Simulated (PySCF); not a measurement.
# Silver: a sound run and one with changed settings

Sound run: Ag [Kr] 4d10 5s1, Ag⁺ [Kr] 4d10. Computed with PySCF 2.14 in cc-pVDZ-PP with ECP28MDF (4s4p3d1f, 38 functions), with a scalar-relativistic core potential. In the sound run the correlated levels freeze 4s2 4p6 outside the core potential. The sound run starts from symmetry-adapted Hartree-Fock orbitals and uses a fine grid where one is needed.

Changed run: a valence shell is frozen. This setting is unsound on purpose.

Ionisation energy of Ag:

```csv
method,sound run (eV),changed run (eV)
UHF,6.356,6.356
MP2,7.084,6.356
SCS-MP2,6.967,6.356
CCSD,7.021,6.356
CCSD(T),7.073,6.356
CCSDT,n/a,6.356
FCI,n/a,6.356
```

Freezing a valence shell removes pair correlation that changes on ionisation.

For comparison, NIST gives 7.576 eV between the lowest levels.
